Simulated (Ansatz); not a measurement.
Consider the ligand exchange at the In–F bond: `[NH2][In]([F])[Br]` + NH₃ → `[NH2][In]([NH2])[Br]` + H–F.

Calculated with Ansatz (gas phase, PBE0-D4/def2-TZVP geometries, no zero-point term in ΔE). CCSD(T)/CBS adds triple-zeta CCSD(T) − MP2 to the extrapolated MP2 energy (def2 sets, frozen cores). This one scheme is used for every species. DFT in def2-TZVPP. HSE06 is defined as in plane-wave codes. def2 core potentials past Kr. For Br, In outer-core shells are correlated without core-valence functions, which leaves a few kJ/mol of doubt a bond. Scalar relativity is left out up to krypton. One conformer a species, not always the lowest.

Task: Is it downhill or uphill in electronic energy at CCSD(T)/CBS, and by how much? (An estimate is asked.)

Result: Ansatz gave: Uphill: ΔE = +0.44 eV.

Task: What do these levels give: r2SCAN-D4, B97M-V, r2SCANh-D4, r2SCAN0-D4, HSE06-D4, ωB97X-V, PBE, revPBE, r2SCANh, CCSD/def2-SVP, MP2/def2-TZVPP, MP2/def2-QZVPP? (An estimate is asked.)

Result: Ansatz gave: r2SCAN-D4 0.57, B97M-V 0.67, r2SCANh-D4 0.55, r2SCAN0-D4 0.52, HSE06-D4 0.49, ωB97X-V 0.56, PBE 0.57, revPBE 0.60, r2SCANh 0.56, CCSD/def2-SVP 0.63, MP2/def2-TZVPP 0.38, MP2/def2-QZVPP 0.39 eV.

Largest T1 diagnostic among the species: 0.013.

In def2-TZVPP, CCSD(T) changes the Hartree–Fock value by −0.21 eV (the triples alone add −0.02 eV) and MP2 by −0.26 eV. At CCSD(T), def2-SVP lies +0.17 eV from the extrapolated value and def2-TZVPP −0.01 eV.
